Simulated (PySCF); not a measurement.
Diatomic cations of Ge with the chalcogens

PBE with triple-zeta basis sets in PySCF, for the lowest determinant that a PBE0 search found; no spin–orbit coupling. De refers to high-spin ground-configuration atoms (the charge goes to the atom of lower measured ionisation energy or higher electron affinity, which is not always the lowest computed limit). A positive dipole points towards Ge; it is taken about the centre of mass and depends on that origin.

```json
{"M": "O", "basis": "def2-TZVPPD", "charged atom": "Ge+", "state (unpaired electrons)": "doublet (π ↑)", "Re (Å)": "1.801", "ωe (cm⁻¹)": "702", "De (eV)": "4.22", "μ (D)": "1.90"}
{"M": "Se", "basis": "def2-TZVPPD", "charged atom": "Ge+", "state (unpaired electrons)": "doublet (π ↑)", "Re (Å)": "2.321", "ωe (cm⁻¹)": "311", "De (eV)": "3.82", "μ (D)": "2.26"}
{"M": "Te", "basis": "def2-TZVPPD", "charged atom": "Ge+", "state (unpaired electrons)": "doublet (π ↑)", "Re (Å)": "2.517", "ωe (cm⁻¹)": "256", "De (eV)": "3.70", "μ (D)": "2.48"}
```

The shortest bond is that of GeO⁺ (1.801 Å), the longest that of GeTe⁺ (2.517 Å).

Down a group the atoms grow and get heavier, so bonds lengthen and wavenumbers fall; this series shows no clear exception.

Spin–orbit coupling is left out, which matters for elements this heavy, above all for dissociation energies. For an ion De counts to the pair picked by the measured ionisation energies or electron affinities, which need not be the lowest pair at this level. States were picked by a PBE0 search and need not be the measured ground states.
